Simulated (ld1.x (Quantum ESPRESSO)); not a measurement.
## Varying the RRKJ potential for Pb (Z = 82)

Base potential:

```
Element                 : lead
Generator               : ld1.x (Quantum ESPRESSO) 7.5
Type                    : norm-conserving RRKJ (Kleinman–Bylander form)
Functional              : PBE
Relativity              : scalar-relativistic
Frozen core             : [Kr] 4d10 4f14
Valence charge          : 22
Reference configuration : 5s2 5p6 5d10 6s2 6p1.5 (charge +0.5)
Partial waves           : 5p (bound): rc 1.60 bohr; 5d (bound): rc 1.55 bohr; 5s (bound): rc 1.40 bohr
Local potential         : the s channel
Core correction         : a·sin(br)/r model core inside 1.25 bohr
```

Occupied shells without a wave of their own: 6p, 6s. They enter only through the test configuration that unscreens the potential, and ld1.x also counts them in the model core charge.

Cutoffs, loose and tight: the cutoffs (Ry, on a coarse ladder) from which the occupation-weighted sum of valence levels, in a spherical-Bessel basis at the reference potential, stays within 10 and 1 mRy of its value at 400 Ry. They do not see the model core or the augmentation charge, which bear on the density cutoff. Test errors are all-electron minus pseudo excitation energies from the reference, over the configurations 5s2 5p6 5d10 6s2 6p2; 5s2 5p6 5d10 6s2 6p1; 5s2 5p6 5d10 6s2 6p0; 5s2 5p6 5d10 6s2 6p2.3; 5s2 5p6 5d10 6s1 6p3; 5s2 5p5 5d10 6s2 6p2; 5s2 5p6 5d10 6s1 6p2. A dash means not determined; rows that change the core or the reference have their own tests. The largest error is taken over the tests solved by every variant that gives reliable tests at all: 5s2 5p5 5d10 6s2 6p2; 5s2 5p6 5d10 6s1 6p2; 5s2 5p6 5d10 6s2 6p0; 5s2 5p6 5d10 6s2 6p1.

With those shells counted twice in exchange and correlation these files are broken, and their errors move erratically; no question is asked of them.

Cutoffs are not given where the Bessel-basis levels miss the radial ones by over 6 mRy, ghosts where they miss by over 20 mRy; a channel whose overlap is not positive is not tested.

```csv
change,outcome,bound ghosts,largest test error (meV)
base,"generated, misses its reference levels by 6.65 eV",not determined,-7106
core correction none,"generated, misses its reference levels by 6.65 eV",not determined,-7091
core correction a·sin(br)/r model core inside 0.70 bohr,"generated, misses its reference levels by 6.66 eV",not determined,"no test is counted, since the test run did not reproduce the reference configuration"
core correction a·sin(br)/r model core inside 0.90 bohr,"generated, misses its reference levels by 6.65 eV",not determined,"no test is counted, since the test run did not reproduce the reference configuration"
core correction a·sin(br)/r model core inside 1.02 bohr,"generated, misses its reference levels by 6.65 eV",not determined,"no test is counted, since the test run did not reproduce the reference configuration"
core correction a·sin(br)/r model core inside 1.30 bohr,"generated, misses its reference levels by 6.65 eV",not determined,-7105
"core correction full core density, not smoothed (it rises at the typed radius of 1.46 bohr, so ld1.x skipped the fit)","generated, misses its reference levels by 6.66 eV",not determined,"no test is counted, since the test run did not reproduce the reference configuration"
"core correction full core density, not smoothed (it rises at the typed radius of 1.62 bohr, so ld1.x skipped the fit)","generated, misses its reference levels by 6.66 eV",not determined,"no test is counted, since the test run did not reproduce the reference configuration"
```
